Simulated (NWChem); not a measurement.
Species: CH4OSi, singlet; SMILES C[Si]O

```xyz
7

Si     0.6692     0.1171     0.0007
C     -0.4345    -1.4432     0.0013
H     -0.2457    -2.0273    -0.9276
H     -1.5163    -1.2067     0.0676
H     -0.1482    -2.1122     0.8427
O     -0.5786     1.2730     0.0007
H     -0.2221     2.1817    -0.0053
```
Atoms are numbered in this order, from 1.

Program: NWChem. Medium grid unless said otherwise, to which SCAN and Minnesota functionals are sensitive. Low-valent species are run as closed-shell singlets; no triplet was tried in these runs. Structure relaxed at the PBE-D3(BJ)/def2-SVP level. Total energies of different functionals are on different scales.

```json
[
 {"level": "B3LYP/def2-SVP", "energy (Ha)": "-405.0714", "highest occupied level (eV)": "-5.98", "orbital gap (eV)": "4.30", "dipole (D)": "0.53"},
 {"level": "PBE/def2-SVP", "energy (Ha)": "-404.7630", "highest occupied level (eV)": "-5.05", "orbital gap (eV)": "2.71", "dipole (D)": "0.55"},
 {"level": "LRC-wPBEh/def2-SVP", "energy (Ha)": "-404.8176", "highest occupied level (eV)": "-8.03", "orbital gap (eV)": "8.20", "dipole (D)": "0.46"},
 {"level": "BP86/def2-SVP", "energy (Ha)": "-405.0773", "highest occupied level (eV)": "-5.16", "orbital gap (eV)": "2.73", "dipole (D)": "0.55"},
 {"level": "M06/def2-SVP", "energy (Ha)": "-404.9695", "highest occupied level (eV)": "[?]", "orbital gap (eV)": "[?]", "dipole (D)": "0.53"},
 {"level": "PW91/def2-SVP", "energy (Ha)": "-404.9892", "highest occupied level (eV)": "-5.10", "orbital gap (eV)": "2.72", "dipole (D)": "0.54"},
 {"level": "CAM-B3LYP/def2-SVP", "energy (Ha)": "-405.0030", "highest occupied level (eV)": "-7.47", "orbital gap (eV)": "7.12", "dipole (D)": "0.54"},
 {"level": "LDA (Slater exchange, VWN5)/def2-SVP", "energy (Ha)": "-402.9715", "highest occupied level (eV)": "-5.11", "orbital gap (eV)": "2.64", "dipole (D)": "0.53"}
]
```

### Question
Some entries are withheld; supply them.

### Answer

- M06/def2-SVP, highest occupied level (eV): -6.20
- M06/def2-SVP, orbital gap (eV): 4.73
